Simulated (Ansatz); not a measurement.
**A geometry optimisation of C2HF5 with PBE-D3(BJ)/def2-SVP**

The starting geometry of this gas-phase triplet was optimised with GFN2-xTB as a singlet; its bonds are those of `FC(F)C(F)(F)F`.

```xyz
8

C    -3.0756   -0.6279   -0.2519
C    -1.5965   -0.5934   -0.7133
F    -3.8418   -1.1382   -1.2268
F    -3.1956   -1.4168    0.8257
F    -0.8259   -0.0963    0.2560
F    -1.4676    0.2044   -1.7753
F    -1.1308   -1.7910   -1.0377
H    -3.4250    0.3873   -0.0041
```

**Question.** Predict what it relaxes into with PBE-D3(BJ)/def2-SVP.

**Answer.** It loosens into C2F4 + FH, which stay close as a complex. Contacts that open: C1–F4 (1.34 → 2.60 Å), C1–H8 (1.10 → 1.95 Å). Contacts that close: F4–H8 (2.00 → 0.95 Å).

The energy falls by 4.69 eV over 30 steps:

```json
{"step": "1", "E − E(last) (eV)": "4.687"}
{"step": "4", "E − E(last) (eV)": "2.158"}
{"step": "7", "E − E(last) (eV)": "1.024"}
{"step": "11", "E − E(last) (eV)": "0.447"}
{"step": "14", "E − E(last) (eV)": "0.065"}
{"step": "17", "E − E(last) (eV)": "0.018"}
{"step": "20", "E − E(last) (eV)": "0.002"}
{"step": "24", "E − E(last) (eV)": "0.001"}
{"step": "27", "E − E(last) (eV)": "0.000"}
{"step": "30", "E − E(last) (eV)": "0.000"}
```

Final geometry (Å):

| atom | x (Å) | y (Å) | z (Å) |
| --- | --- | --- | --- |
| C | -2.8007 | -1.0072 | -0.6428 |
| C | -1.4024 | -0.5714 | -0.9729 |
| F | -3.6830 | -1.2627 | -1.5711 |
| F | -4.1822 | -0.7085 | 1.5345 |
| F | -0.7476 | -0.3162 | 0.1717 |
| F | -1.3941 | 0.5467 | -1.7385 |
| F | -0.7320 | -1.5256 | -1.6577 |
| H | -3.6170 | -0.2273 | 0.9492 |

No frequencies were run, so the end isn't proven a minimum. Open shells are spin-unrestricted. The triplet needn't be the ground state. Run with Ansatz 0.2.0, 2.3 min on 2 threads of Intel(R) Xeon(R) Platinum 8259CL CPU @ 2.50GHz (Skylake/Cascade Lake), with other jobs on the host.
